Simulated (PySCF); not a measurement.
F₃Y, singlet, geometry from GFN2-xTB (such geometries of metal compounds can be far from the true shape) (core potentials on Y).

Input for PySCF:
```python
from pyscf import gto, scf
from pyscf.prop import polarizability

mol = gto.M(
    atom='''
Y     0.06472774   -0.13338777   -0.31196399
F    -1.51758350   -0.69961016    0.53665481
F    -0.10815461    1.73874599   -0.21348865
F     1.34525122   -0.46112215    1.02867778
''',
    basis='def2-svp',
    ecp={'Y': 'def2-svp'},
    verbose=3,
)

mf = scf.RHF(mol)
mf.kernel()
alpha = mf.Polarizability().polarizability()[2, 2]
print('alpha_zz =', alpha)
```

**Question.** Predict the Mulliken (on the basis functions themselves) charges in atom order from HF/def2-SVP, polarisability run with PySCF.

**Answer.** Y1 1.57, F2 -0.52, F3 -0.52, F4 -0.52

**Question.** Predict the HOMO energy from HF/def2-SVP, polarisability.

**Answer.** -15.44 eV

**Question.** What nuclear repulsion energy does HF/def2-SVP, polarisability give?

**Answer.** 127.5995 Eh

**Question.** Estimate the total energy that HF/def2-SVP, polarisability returns for this input.

**Answer.** -336.1829 Eh

**Question.** Predict the dipole moment from HF/def2-SVP, polarisability.

**Answer.** 7.84 D

**Question.** Give the HOMO-LUMO gap at the level HF/def2-SVP, polarisability.

**Answer.** 14.82 eV
